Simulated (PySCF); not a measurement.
GeH2Br2, SMILES [GeH2]([Br])[Br]. The structure is a stationary point at PBE-D3(BJ)/def2-SVP.

Computed equilibrium geometry at PBE-D3(BJ)/def2-SVP (PySCF confirms it by a frequency run) as Cartesian coordinates in Å, and its point group:
point group C2v.
```xyz
5

Ge     0.0000     0.0000     0.8820
Br     1.8982     0.0000    -0.4522
Br    -1.8982     0.0000    -0.4522
H      0.0000     1.3026     1.7139
H      0.0000    -1.3026     1.7139
```
Charge 0, spin multiplicity 1.
